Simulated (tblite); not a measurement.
C₇H₈BCl.
SMILES with atom numbers: `[Cl:1][CH2:2][C:3]1=[CH:4][CH:5]=[CH:6][BH:7][CH:8]=[CH:9]1` (hydrogens: H10, H11 on C2; H12 on C4; H13 on C5; H14 on C6; H15 on B7; H16 on C8; H17 on C9)

Computed with GFN2-xTB (tblite), gas phase: Langevin dynamics at 300 K from the optimised GFN2-xTB geometry, time step 0.5 fs, friction 0.01 fs⁻¹, 2000 steps.

Start geometry:
```
atom  x, y, z in Å
Cl1     3.086    0.155   -1.547
C2      2.427   -0.354    0.051
C3      0.938   -0.156    0.057
C4      0.165   -1.270   -0.140
C5     -1.237   -1.429   -0.207
C6     -2.217   -0.493   -0.070
B7     -2.084    1.005    0.179
C8     -0.735    1.711    0.277
C9      0.523    1.193    0.220
H10     2.927    0.266    0.796
H11     2.712   -1.396    0.183
H12     0.717   -2.196   -0.268
H13    -1.543   -2.456   -0.388
H14    -3.224   -0.892   -0.162
H15    -3.063    1.647    0.285
H16    -0.755    2.789    0.413
H17     1.355    1.887    0.310
```

The statistics below take the 31 frames saved every 25 fs from 250 to 1000 fs; their kinetic temperature (all 3N coordinates) averages 293 K.

Q: Give the mean, spread and extremes of the bond lengths.

A: 
| bond | start (Å) | mean (Å) | standard deviation (Å) | shortest (Å) | longest (Å) |
| --- | --- | --- | --- | --- | --- |
| Cl1–C2 | 1.802 | 1.811 | 0.042 | 1.742 | 1.900 |
| C2–C3 | 1.503 | 1.509 | 0.034 | 1.441 | 1.569 |
| C3=C4 | 1.370 | 1.368 | 0.019 | 1.336 | 1.405 |
| C4–C5 | 1.412 | 1.415 | 0.022 | 1.379 | 1.471 |
| C5=C6 | 1.363 | 1.367 | 0.023 | 1.330 | 1.407 |
| C6–B7 | 1.525 | 1.525 | 0.028 | 1.466 | 1.597 |
| B7–C8 | 1.526 | 1.537 | 0.031 | 1.470 | 1.589 |
| C8=C9 | 1.361 | 1.360 | 0.020 | 1.319 | 1.406 |
| C3–C9 | 1.421 | 1.427 | 0.025 | 1.380 | 1.474 |
| C2–H10 | 1.090 | 1.095 | 0.029 | 1.044 | 1.175 |
| C2–H11 | 1.089 | 1.092 | 0.035 | 1.024 | 1.183 |
| C4–H12 | 1.085 | 1.093 | 0.036 | 1.019 | 1.178 |
| C5–H13 | 1.087 | 1.094 | 0.030 | 1.036 | 1.144 |
| C6–H14 | 1.087 | 1.091 | 0.028 | 1.036 | 1.139 |
| B7–H15 | 1.175 | 1.185 | 0.041 | 1.103 | 1.288 |
| C8–H16 | 1.087 | 1.093 | 0.025 | 1.041 | 1.150 |
| C9–H17 | 1.087 | 1.093 | 0.030 | 1.038 | 1.158 |

Q: Give the same statistics for bond angles, one of each kind among heavy atoms.

A: 
```tsv
angle	start (°)	mean (°)	standard deviation (°)	smallest (°)	largest (°)
Cl1–C2–C3	109.1	110.0	4.7	96.0	121.6
C2–C3–C4	116.8	116.7	2.5	111.3	121.4
C2–C3–C9	114.5	114.6	2.4	109.8	120.2
C4–C3–C9	128.6	128.3	3.0	119.3	133.3
C3–C4–C5	131.1	130.6	3.0	123.5	136.7
C4–C5–C6	129.2	128.6	3.3	121.1	134.3
C5–C6–B7	128.9	128.0	3.1	121.0	136.5
C6–B7–C8	122.8	121.9	3.9	114.9	131.0
B7–C8–C9	129.7	129.0	3.3	121.6	135.2
C3–C9–C8	129.5	128.6	3.5	121.4	136.4
```

Q: How far does each atom move about its mean position (frames aligned on the start, all atoms weighted alike), and what rms force does it feel?

A: 
```
atom  rms displacement (Å)  rms force (eV/Å)
 Cl1                  0.76              0.72
  C2                  0.10              1.95
  C3                  0.12              1.83
  C4                  0.15              1.81
  C5                  0.17              1.57
  C6                  0.13              1.87
  B7                  0.21              1.63
  C8                  0.13              1.60
  C9                  0.16              1.56
 H10                  0.46              1.03
 H11                  0.50              1.14
 H12                  0.21              1.20
 H13                  0.33              1.03
 H14                  0.28              0.94
 H15                  0.47              0.93
 H16                  0.21              0.89
 H17                  0.29              0.99
```

The displacements run from 0.10 to 0.76 Å, the largest at Cl1.

Q: Follow the torsion Cl1–C2–C3–C4 through every second one of these frames.

A: 
```tsv
t (fs)	Cl1–C2–C3–C4 (°)
250	142
300	137
350	123
400	118
450	119
500	99
550	85
600	72
650	82
700	81
750	74
800	81
850	65
900	63
950	53
1000	53
```

Largest departure from the start value over all these frames: Cl1–C2–C3–C4 50° (start 101°).

Q: How widely does the potential energy scatter, against a harmonic estimate?

A: Mean 0.58 eV above the start, standard deviation 0.118 eV, range 0.39 to 0.97 eV. For 45 classical harmonic modes at 300 K the canonical values are 45kT/2 = 0.58 eV and kT·√(45/2) = 0.123 eV.

The run is classical and short, so these are rough statistics of one trajectory.

What follows is the cost of the whole dynamics run. The run took 21 s wall on one thread of an Intel Xeon Platinum 8375C at 2.90 GHz, no GPU (shared host), and the process peaked at 0.18 GiB of memory.
